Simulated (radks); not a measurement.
The numbers below are computed, except where a source is named.
Ru+, 43 electrons, occupied as [Kr] 4d7.

Level of theory: Dirac Kohn-Sham, PBEsol, spin-unpolarised, spherical densities, point nucleus; open shells fill j = l - 1/2 first (a radial shooting solver on a logarithmic mesh with Libxc functionals).

Energy parts (hartree):
total: -4528.96656
kinetic: 4712.63538
electron-nucleus: -10947.55248
Hartree: 1837.10116
exchange-correlation: -131.15062

Orbitals (lengths in bohr, moments of r in powers of bohr; <r^-3> diverges for s and p1/2):
[
 {"orbital": "1s1/2", "occ.": "2", "eigenvalue (hartree)": "-805.5563", "<r^-3>": "-", "<r^4>": "5.917e-06", "small-component weight": "2.58e-02"},
 {"orbital": "2s1/2", "occ.": "2", "eigenvalue (hartree)": "-116.0279", "<r^-3>": "-", "<r^4>": "0.001076", "small-component weight": "5.34e-03"},
 {"orbital": "2p1/2", "occ.": "2", "eigenvalue (hartree)": "-107.2491", "<r^-3>": "-", "<r^4>": "0.0007087", "small-component weight": "5.35e-03"},
 {"orbital": "2p3/2", "occ.": "4", "eigenvalue (hartree)": "-102.4421", "<r^-3>": "2800", "<r^4>": "0.0008024", "small-component weight": "5.16e-03"},
 {"orbital": "3s1/2", "occ.": "2", "eigenvalue (hartree)": "-20.64180", "<r^-3>": "-", "<r^4>": "0.05330", "small-component weight": "1.46e-03"},
 {"orbital": "3p1/2", "occ.": "2", "eigenvalue (hartree)": "-17.23651", "<r^-3>": "-", "<r^4>": "0.05411", "small-component weight": "1.40e-03"},
 {"orbital": "3p3/2", "occ.": "4", "eigenvalue (hartree)": "-16.42076", "<r^-3>": "482.0", "<r^4>": "0.05990", "small-component weight": "1.35e-03"},
 {"orbital": "3d3/2", "occ.": "4", "eigenvalue (hartree)": "-10.38795", "<r^-3>": "72.01", "<r^4>": "0.05861", "small-component weight": "1.24e-03"},
 {"orbital": "3d5/2", "occ.": "6", "eigenvalue (hartree)": "-10.22897", "<r^-3>": "68.32", "<r^4>": "0.06055", "small-component weight": "1.22e-03"},
 {"orbital": "4s1/2", "occ.": "2", "eigenvalue (hartree)": "-3.07165", "<r^-3>": "-", "<r^4>": "2.112", "small-component weight": "3.47e-04"},
 {"orbital": "4p1/2", "occ.": "2", "eigenvalue (hartree)": "-2.05925", "<r^-3>": "-", "<r^4>": "3.177", "small-component weight": "2.95e-04"},
 {"orbital": "4p3/2", "occ.": "4", "eigenvalue (hartree)": "-1.93485", "<r^-3>": "73.47", "<r^4>": "3.564", "small-component weight": "2.81e-04"},
 {"orbital": "4d3/2", "occ.": "4", "eigenvalue (hartree)": "-0.46667", "<r^-3>": "5.721", "<r^4>": "22.18", "small-component weight": "1.49e-04"},
 {"orbital": "4d5/2", "occ.": "3", "eigenvalue (hartree)": "-0.45446", "<r^-3>": "5.353", "<r^4>": "23.52", "small-component weight": "1.46e-04"}
]

The highest occupied level is 4d5/2 at -12.366 eV. For comparison, the ionisation energy in NIST's Atomic Spectra Database is 16.8 eV (semi-empirical). In exact Kohn-Sham theory the highest level is minus the ionisation energy, but local and semilocal functionals leave it too shallow, through self-interaction and a potential that decays too fast; potentials with the right tail come closer. Summed over all electrons, <r^2> = 37.65 bohr^2, which gives a Langevin (diamagnetic) susceptibility term of -29.8 x 10^-6 cm^3/mol. The density falls to 0.001 e/bohr^3 at r = 3.82 bohr.

Beside tabulated values, note that spin-unpolarised runs miss the spin-polarisation part of the exchange energy of open shells.
